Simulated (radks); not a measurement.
Values are calculated unless marked as measured or tabulated.
Ca, configuration [Ar] 4s2.

Code: a radial shooting solver on a logarithmic mesh with Libxc functionals. Model: Dirac Kohn-Sham, PBE, spin-unpolarised, spherical densities, point nucleus.

Energy parts (hartree):
part                       energy
total                  -680.32968
kinetic                 685.67728
electron-nucleus      -1616.54005
Hartree                 286.52719
exchange-correlation    -35.99411

Orbitals (lengths in bohr, moments of r in powers of bohr; r(90%) holds 90 % of the orbital's charge):
orbital  occ.  eigenvalue (hartree)     <r^2>   <1/r>  r(90%)
1s1/2       2             -145.1174  0.007943   19.74   0.137
2s1/2       2             -15.22504    0.1571   4.055   0.567
2p1/2       2             -12.38896    0.1317   3.979   0.538
2p3/2       4             -12.25347    0.1336   3.938   0.542
3s1/2       2              -1.73039     1.543   1.210    1.73
3p1/2       2              -1.03856     1.892   1.083    1.96
3p3/2       4              -1.02446     1.916   1.074    1.97
4s1/2       2              -0.13841     18.55  0.3207    6.02

The highest occupied level is 4s1/2 at -3.766 eV. For comparison, the ionisation energy in NIST's Atomic Spectra Database is 6.113 eV (measured). In exact Kohn-Sham theory the highest level is minus the ionisation energy, but local and semilocal functionals leave it too shallow, through self-interaction and a potential that decays too fast; potentials with the right tail come closer. Summed over all electrons, <r^2> = 52.76 bohr^2, which gives a Langevin (diamagnetic) susceptibility term of -41.8 x 10^-6 cm^3/mol. The density falls to 0.001 e/bohr^3 at r = 5.08 bohr.
